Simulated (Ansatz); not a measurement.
Total energies of Cr(SH)2 (CrH2S2) from Ansatz at r2SCAN-D4/def2-TZVP, gas phase (1 Eh = 27.2114 eV = 2625.5 kJ/mol). The reference geometry is relaxed at PBE-D4/def2-TZVP.

Cartesian coordinates in Å:
```
Cr -0.001 0.001 0.003
S -1.624 0.744 -1.373
H -2.343 1.349 -0.392
S 1.627 -0.744 1.373
H 2.341 -1.350 0.389
```

```tsv
state	geometry	energy (Eh)
charge 0 quintet	reference	-1842.07208
charge 0 singlet	relaxed at PBE-D4/def2-TZVP	-1842.00477
free Cr atom (septet)	–	-1044.41348
free S atom (triplet)	–	-398.08366
free H atom (doublet)	–	-0.49993
```

Problem. Which of the charge 0 states is lowest, and how far above it are the others?

Solution. The quintet. singlet: -1842.00477 − (-1842.07208) = 0.06731 Eh = 176.7 kJ/mol. The singlet differs in its bonds from the reference.

Problem. What is the binding energy per atom against free atoms?

Solution. Atoms: 1 × (-1044.41348) + 2 × (-398.08366) + 2 × (-0.49993) = -1841.58066 Eh. Binding: -1841.58066 − (-1842.07208) = 0.49142 Eh = 13.37 eV, or 2.67 eV for each of 5 atoms (no zero-point energy, no counterpoise term).

At r2SCAN-D4/def2-TZVP the charge 0 quintet is spin-contaminated (final ⟨S²⟩ up to 6.18, 6.00 for a pure state). The restricted singlet is unstable towards broken spin symmetry in Hartree–Fock (as tested in another run); at r2SCAN-D4/def2-TZVP this wasn't settled. The triplet lies 1.24 eV above the quintet at this level but is left out (at the level of its geometry, ⟨S²⟩ 3.02, where a pure state has 2.00).
